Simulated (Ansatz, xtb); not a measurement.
# A geometry optimisation of C2H4F2Sn with r2SCAN-D4/def2-SVP

The starting geometry of this gas-phase singlet was built from a drawn formula by distance geometry and a force field; its bonds are those of `C/[C](F)=[SnH]\[F]`.

```xyz
9

C    -3.0845   -0.9869   -1.5133
C    -1.9403   -0.0905   -1.2135
F    -0.6935   -0.6605   -0.7855
F    -3.7392    2.5721   -1.8756
Sn   -2.0476    1.7352   -1.3287
H    -3.4413   -0.8257   -2.5235
H    -3.9480   -0.7426   -0.8242
H    -2.8242   -2.0623   -1.3562
H    -0.6939    2.8099   -1.0102
```

**Question.** Where would you expect an optimisation with r2SCAN-D4/def2-SVP to take it?

**Answer.** It rearranges to `C[C@H](F)[Sn][F]`. Distances that change by over a tenth: C2–Sn5 (1.83 → 2.24 Å). Contacts that open: Sn5–H9 (1.76 → 2.82 Å). Contacts that close: C2–H9 (3.16 → 1.11 Å).

The energy falls by 3.20 eV over 37 steps:

| step | E − E(last) (eV) |
| --- | --- |
| 1 | 3.203 |
| 5 | 2.099 |
| 9 | 1.826 |
| 13 | 1.776 |
| 17 | 1.761 |
| 21 | 1.656 |
| 25 | 0.425 |
| 29 | 0.004 |
| 33 | 0.000 |
| 37 | 0.000 |

Final geometry (Å):

```csv
atom,x (Å),y (Å),z (Å)
C,-2.8592,-0.6347,-1.6444
C,-1.7444,0.2753,-1.1833
F,-0.9807,-0.3609,-0.1890
F,-3.7975,2.3752,-1.7904
Sn,-2.5136,2.1898,-0.3038
H,-3.4663,-0.1112,-2.3992
H,-3.5239,-0.9155,-0.8098
H,-2.4649,-1.5681,-2.0823
H,-1.0621,0.4989,-2.0284
```

From the same start GFN2-xTB reaches the same bonding as this run.

The end wasn't checked by frequencies. Atoms past krypton carry core potentials, without spin–orbit terms. Run with Ansatz 0.2.0, 92 s on 2 threads of Arm Neoverse V1 (shared host).
